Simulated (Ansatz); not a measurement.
System: sum formula H2SiO2F2 (charge 0, singlet). 
Structure (B3LYP-D3(BJ)/def2-TZVP (Ansatz, a program for electronic structure) minimum search):
SMILES: O[Si](O)(F)F
```xyz
7

Si     0.0072     0.0148    -0.0066
F     -0.0197    -0.4533     1.5114
F     -0.7513    -1.1329    -0.8015
O     -0.7413     1.4279    -0.2216
O      1.5308     0.1965    -0.5054
H     -1.6947     1.4470    -0.3304
H      2.2165    -0.3734    -0.1501
```
Charge 0, spin multiplicity 1.

Basis-set convergence of Hartree-Fock and CCSD correlation energies (hartree) with Ansatz. Cores are frozen in the correlated levels unless marked. Spin-orbit coupling is left out. No relativistic terms.

| basis | functions | E(HF) | E(corr, CCSD) |
|---|---|---|---|
| cc-pV(D+d)Z | 89 | -638.95895 | -0.84950 |
| cc-pV(T+d)Z | 187 | -639.12806 | -1.09817 |
| cc-pV(Q+d)Z | 344 | -639.16547 | -1.18709 |
| cc-pV(5+d)Z | 574 | -639.17401 | -1.21963 |

Extrapolating the two largest sets (X = 4 and 5) as X^-3: E(corr) = (125·(-1.21963) - 64·(-1.18709))/61 = -1.2538 Eh, an estimate of the basis-set limit. The largest set recovers 97.3 % of it, the smallest 67.8 %.
